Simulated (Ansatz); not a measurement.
Pulling on the B1–Br3 bond in BBr2H (SMILES BrBBr) (multiplicity 1 held, fragments rigid). Energies count from the point at 1.902 Å.
Geometry at that point (charge 0, multiplicity 1):
```xyz
4

B     -0.6232    -0.3810    -0.4127
H     -1.4997    -0.9168    -0.9933
Br    -0.3283     1.4775    -0.6876
Br     0.4602    -1.3969     0.7750
```

Signs of static correlation in cc-pVTZ, with CASSCF(6,4), from Ansatz (a quantum-chemistry and plane-wave program) runs.

```csv
R (Å),T1 of restricted CCSD,⟨S²⟩ of UHF,largest double amplitude of restricted CCSD,weight of the CASSCF reference in MRCISD,CASSCF natural occupations
1.521,0.011,0.000,0.044,0.875,2.00 1.99 1.99 0.02
1.712,0.013,0.000,0.039,0.873,2.00 2.00 1.99 0.01
1.902,0.014,0.000,0.036,0.872,2.00 2.00 1.98 0.02
2.092,0.015,0.000,0.036,0.872,2.00 2.00 1.97 0.03
2.282,0.016,0.000,0.039,0.871,2.00 2.00 1.96 0.05
2.567,0.018,0.000,0.094,0.871,2.00 2.00 1.92 0.08
2.853,0.023,…,…,0.871,2.00 2.00 1.86 0.14
3.328,0.040,0.883,0.243,0.872,2.00 2.00 1.66 0.34
3.803,0.069,0.980,0.382,0.873,2.00 2.00 1.40 0.60
4.374,0.112,1.008,0.625,0.874,2.00 2.00 1.19 0.81
5.135,0.150,1.014,0.921,0.874,2.00 2.00 1.06 0.94
6.086,0.163,1.014,1.077,0.874,2.00 2.00 1.01 0.99
```

What belongs in the gaps?


- 2.853, ⟨S²⟩ of UHF: 0.500
- 2.853, largest double amplitude of restricted CCSD: 0.147

Doubts at one or more of the structures used: active orbitals that take no part (SC-NEVPT2 on CASSCF(6,4)/cc-pVTZ); a restricted determinant that unrestricted orbitals would lower (R-CCSD(T)/cc-pVTZ); other coupled-cluster roots lie near (R-CCSD(T)/cc-pVTZ); T1 above 0.05 (R-CCSD(T)/cc-pVTZ, U-CCSD(T)/cc-pVTZ); a spin-contaminated determinant (U-CCSD(T)/cc-pVTZ).
